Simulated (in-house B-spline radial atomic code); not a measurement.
## Ionising Br⁴⁺ with different functionals

Computed with an all-electron radial atomic-structure program (B-spline basis): non-relativistic Hamiltonian, point nucleus, spin-polarised at highest spin, spherical fractional occupations for the functionals, the average over the highest-spin determinants for Hartree-Fock. The ionisation energy is the difference of two self-consistent energies, [Ar] 3d10 4s2 4p1 → [Ar] 3d10 4s2, without Breit or QED terms; ε is the level of the shell that loses the electron (its least bound occupied spin orbital). There is no spin-orbit coupling in this Hamiltonian.

Hybrids are left out here: with spherical fractional occupations of an open shell their exact exchange keeps a self-interaction that integer-occupation calculations don't have.

| method | rung | ΔSCF (eV) | -ε(4p) (eV) |
| --- | --- | --- | --- |
| Hartree-Fock | Hartree-Fock | 58.17 | 58.39 |
| LDA VWN5 | LDA | 59.33 | 53.10 |
| LDA PW92 | LDA | 59.32 | 53.09 |
| LDA exchange-only | LDA | 57.97 | 51.83 |
| PBE | GGA | 58.95 | 52.83 |
| PBEsol | GGA | 59.00 | 52.88 |
| BLYP | GGA | 59.01 | 52.78 |
| RPBE | GGA | 58.81 | 52.76 |
| PW91 | GGA | 59.09 | 52.96 |
| BP86 | GGA | ? | ? |
| AM05 | GGA | ? | ? |
| OLYP | GGA | 58.78 | 52.81 |
| TPSS | meta-GGA | 58.88 | 52.87 |
| SCAN | meta-GGA | 58.98 | 53.06 |
| r2SCAN | meta-GGA | 58.92 | 53.04 |
| M06-L | meta-GGA | 58.51 | 52.44 |
| revTPSS | meta-GGA | 58.83 | 52.86 |

What does BP86 give?

ΔSCF 59.15 eV, and -ε(4p) = 53.00 eV.

What does AM05 give?

ΔSCF 58.97 eV, and -ε(4p) = 52.86 eV.

How do they compare with the NIST value?

NIST lists 59.59 eV ± 0.025 (measured, ground level to ground level). Errors run from -1.62 to -0.27 eV; LDA VWN5 is closest (-0.27 eV), though others lie within the uncertainty of it, and part of that can be cancellation, since the calculations leave out relativity, Breit-QED terms, multiplet and fine-structure energies. Hartree-Fock also lacks correlation.
